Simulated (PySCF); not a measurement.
Structure elucidation problem

An unknown has the formula C4H8OSi. Its calculated NMR data are:

¹H NMR (400 MHz, computed): δ 4.92 (s, 2H), 3.80 (s, 3H), 2.09 (s, 3H).

¹³C{¹H} NMR (computed): δ 113.0 (C), 84.4 (C), 53.0 (CH3), 5.9 (CH3).

- structure optimised with GFN2-xTB
- PBE0/pcSseg-1 with gauge-including orbitals
- run in PySCF 2.14
- no relativistic terms, in vacuum, one averaged value for each set of equivalent atoms, one computed conformer

Referencing at the same level of theory: TMS for ¹H and ¹³C.

Choose the structure that fits.
A. CC#C[SiH2]OC
B. [SiH3]OC=C1CC1
C. CC(=O)[SiH]1CC1
D. C=C([SiH3])CC=O
E. C[Si@H]1C=COC1
F. C=COC(=C)[SiH3]

Answers

A. 

- The formula gives 2 degrees of unsaturation (no ring in the answer).
- 4 carbon signals for 4 carbons: no two carbons are equivalent.
- Carbon types of the structure: 2 × C, 2 × CH3, leaving 2 H on heteroatoms.
- δC 113.0, 84.4: alkyne carbon.
- δC 53.0: methyl carbon bonded to O; deshielded by the electronegative neighbour.
- δC 5.9: propargylic methyl carbon; aliphatic region, no heteroatom directly attached.
- δH 4.92: hydrogen on a silicon bonded to C, O.
- δH 3.80: hydrogen on a methyl carbon bonded to O; its carbon carries O, which withdraws density.

The others: CC(=O)[SiH]1CC1 would give 3 carbon signals, not 4; [SiH3]OC=C1CC1 would give 4 signals for carbon-bound and other non-exchanging H, not 3; C[Si@H]1C=COC1 would give 6 signals for carbon-bound and other non-exchanging H, not 3; C=COC(=C)[SiH3] would give 6 signals for carbon-bound and other non-exchanging H, not 3; C=C([SiH3])CC=O would give 5 signals for carbon-bound and other non-exchanging H, not 3.

Shifts are as computed. Against solution values, carbons near 30 ppm lie about +3 ppm off and those near 130 ppm about +5 ppm. Of 1211 compounds with measured shifts, 218 miss one by over three times the rms of a fit or turn the order of signals round; such compounds aren't used in these exercises. Multiplicities follow the n + 1 count of equivalent neighbours, as no J values were calculated; m marks all less simple cases, F and P coupling included.
